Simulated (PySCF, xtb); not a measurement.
C₂H₉FOSi₂, SMILES F[SiH2]C[C@@H]([SiH3])O. Other conformers were not sampled.

Harmonic wavenumbers (cm⁻¹) from GFN2-xTB (xtb) at its own minimum, in rising order: 35, 72, 126, 136, 175, 266, 297, 339, 383, 474, 548, 552, 582, 670, 724, 759, 764, 781, 786, 791, 815, 823, 1024, 1060, 1090, 1151, 1251, 1293, 1344, 1477, 2225, 2274, 2306, 2316, 2334, 2919, 2933, 2941, 3546.

Problem. What does PBE-D3(BJ)/def2-SVP in PySCF 2.14.0 give at its own minimum? (The exact figures need the calculation; the answer reports its results.)

Solution. 42, 75, 133, 157, 189, 254, 284, 343, 367, 507, 536, 609, 680, 719, 731, 830, 836, 873, 895, 902, 909, 928, 1003, 1024, 1063, 1129, 1194, 1264, 1355, 1382, 2135, 2152, 2172, 2187, 2190, 2950, 2975, 3008, 3679. Paired by order, the mean absolute difference is 56 cm⁻¹ and the zero-point energies are 63.4 and 63.8 kcal/mol.
